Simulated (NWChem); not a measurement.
Species: BeSiH$_{3}$OF; SMILES [F][Be][O][SiH3]

```xyz
7

Be     0.0000     0.0000    -1.3852
F      0.0000     0.0000    -2.7802
O      0.0000     0.0000     0.0302
Si     0.0000     0.0000     1.6931
H     -0.8785    -1.1084     2.2059
H     -0.5207     1.3150     2.2059
H      1.3992    -0.2066     2.2059
```
Atoms are numbered in this order, from 1.

Computed with NWChem. Pople sets run with spherical d functions. Medium grid unless said otherwise, to which SCAN and Minnesota functionals are sensitive. All runs use the structure optimised with PBE-D3(BJ)/def2-SVP. Total energies of different functionals are on different scales.

```json
[
 {"level": "B3LYP/6-31G*", "energy (Ha)": "-481.2934", "highest occupied level (eV)": "-8.60", "orbital gap (eV)": "8.44", "dipole (D)": "1.13"},
 {"level": "PBE/6-31G*", "energy (Ha)": "-480.8901", "highest occupied level (eV)": "-7.35", "orbital gap (eV)": "6.57", "dipole (D)": "1.03"},
 {"level": "PW6B95/6-31G*", "energy (Ha)": "-481.7375", "highest occupied level (eV)": "-8.96", "orbital gap (eV)": "9.04", "dipole (D)": "1.16"},
 {"level": "CAM-B3LYP/6-31G*", "energy (Ha)": "-481.2088", "highest occupied level (eV)": "(withheld)", "orbital gap (eV)": "(withheld)", "dipole (D)": "1.17"},
 {"level": "TPSS/6-31G*", "energy (Ha)": "-481.3055", "highest occupied level (eV)": "-7.56", "orbital gap (eV)": "6.99", "dipole (D)": "0.99"},
 {"level": "BLYP/6-31G*", "energy (Ha)": "-481.2263", "highest occupied level (eV)": "-7.23", "orbital gap (eV)": "6.54", "dipole (D)": "1.02"},
 {"level": "B97-2/6-31G*", "energy (Ha)": "-481.2148", "highest occupied level (eV)": "-8.61", "orbital gap (eV)": "8.73", "dipole (D)": "1.14"},
 {"level": "B97-D/6-31G*", "energy (Ha)": "-481.1570", "highest occupied level (eV)": "-7.39", "orbital gap (eV)": "6.79", "dipole (D)": "1.03"},
 {"level": "BP86/6-31G*", "energy (Ha)": "-481.2746", "highest occupied level (eV)": "-7.47", "orbital gap (eV)": "6.71", "dipole (D)": "1.02"},
 {"level": "N12/6-31G*", "energy (Ha)": "-481.1799", "highest occupied level (eV)": "-7.22", "orbital gap (eV)": "6.63", "dipole (D)": "1.15"},
 {"level": "M06/6-31G*", "energy (Ha)": "-481.1897", "highest occupied level (eV)": "-8.87", "orbital gap (eV)": "8.94", "dipole (D)": "1.20"}
]
```

Question: Fill in the missing entries.

Answer: 
- CAM-B3LYP/6-31G*, highest occupied level (eV): -10.25
- CAM-B3LYP/6-31G*, orbital gap (eV): 11.31
